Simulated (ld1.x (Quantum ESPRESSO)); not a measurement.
## What one change does to a pseudopotential (holmium (Ho), PAW)

holmium, PAW, made with ld1.x (Quantum ESPRESSO) 7.5 (LDA (PZ), scalar-relativistic). Core [Kr] 4d10 4f10, reference 5s2 5p6 5d1 6s1 6p0 (charge +1). Waves: 5s (bound): rcut 1.85, rcutus 2.20 bohr; 6s (bound): rcut 1.85, rcutus 2.20 bohr; 5p (bound): rcut 2.60, rcutus 3.05 bohr; 6p (bound, empty): rcut 2.60, rcutus 3.05 bohr; 5d (bound): rcut 1.85, rcutus 2.20 bohr; 5d channel at 4.5 Ry: rcut 1.85, rcutus 2.20 bohr. Local part: all-electron potential smoothed inside 2.35 bohr (lloc = -1). Core correction: Bessel-smoothed model core, default radius (core density twice the valence density). Augmentation charge: BESSEL, radius 1.90 bohr.

Change: core correction Bessel-smoothed model core inside 1.26 bohr.

Cutoffs: the cutoffs (Ry, on a coarse ladder) from which the occupation-weighted sum of valence levels, in a spherical-Bessel basis at the reference potential, stays within 10 and 1 mRy of its value at 400 Ry; they do not see the model core or the augmentation charge, which bear on the density cutoff. Errors are all-electron minus pseudo energies relative to the spin-unpolarised reference configuration. Spin-polarised tests are left out, since the open f shell is frozen unpolarised in the core.

Task: Predict the effect on cutoff, ghosts and configuration errors.

Result: The potential gets neither clearly harder nor softer (18 Ry and 21 Ry → 18 Ry and 21 Ry); the errors of the 7 common tests hardly move; neither file shows a bound ghost. The default core radius of the base comes out at 0.98 bohr. A wider model core is smoother and lowers the density cutoff, which this test does not measure.

```tsv
quantity	base	changed
cutoff, loose	18 Ry	18 Ry
cutoff, tight	21 Ry	21 Ry
bound ghosts	none	none
error for 5s2 5p6 5d1 6s2 6p0, meV [ΔE -7.15 eV]	+0.5	+0.4
error for 5s2 5p6 5d1 6s0 6p0, meV [ΔE 12.88 eV]	-11	-11
error for 5s2 5p6 5d0 6s0 6p0, meV [ΔE 33.05 eV]	-133	-133
error for 5s2 5p6 5d1 6s0 6p1, meV [ΔE 3.97 eV]	-1.0	-1.2
error for 5s2 5p5 5d1 6s2 6p0, meV [ΔE 27.35 eV]	-214	-214
error for 5s2 5p6 5d1 6s0 6p2, meV [ΔE -0.58 eV]	+0.9	+0.8
error for 5s2 5p6 5d2 6s1 6p0, meV [ΔE -4.87 eV]	-12	-12
s: phases at 3.28 bohr within 0.05 rad from the reference energy up to (Ry; the scan ends near 5)	3.0	3.0
p: phases at 3.28 bohr within 0.05 rad from the reference energy up to (Ry; the scan ends near 5)	1.5	1.5
d: phases at 3.28 bohr within 0.05 rad from the reference energy up to (Ry; the scan ends near 5)	to the end of the scan	to the end of the scan
lowest overlap eigenvalue by channel	s 0.00, p 0.70, d 0.85	s 0.00, p 0.70, d 0.85
```
